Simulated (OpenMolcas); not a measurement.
## Converging the integration grid for AsF3 (arsenic trifluoride)

The species is AsF3 (4 atoms), meant as a singlet with charge 0. As SMILES, `F[As](F)F`. Geometry: a GFN2-xTB relaxation, a rough one for these elements and not checked as a minimum.

```xyz
4

F    -0.4225    0.4008    1.3367
As   -0.4932   -0.4882   -0.1342
F     1.1915   -0.8333   -0.1068
F    -0.2758    0.9208   -1.0957
```

Program: OpenMolcas 26.06. Method: SPW92/aug-pcseg-1. Swept: integration grid. Watched: the total energy. Each run: energy. Hardware: 1 thread of Arm Neoverse V1, shared host.

The last row is the best point of the sweep, not the limit.

```csv
integration grid,energy (Eh),from the best (mEh),wall time
Coarse,-2530.038394,-14.787,12 s
SG1Grid,-2530.024707,-1.101,12 s
Fine,-2530.023649,-0.042,13 s
UltraFine,-2530.023607,0.000,19 s
```

Question: For a target of 0.5 mEh, where can one stop?

Answer: Fine: it is 0.042 mEh off and takes 13 s, against 19 s for UltraFine.

Question: Which is the coarsest setting good to 2 mEh?

Answer: SG1Grid: it is 1.101 mEh off and takes 12 s, against 19 s for UltraFine.
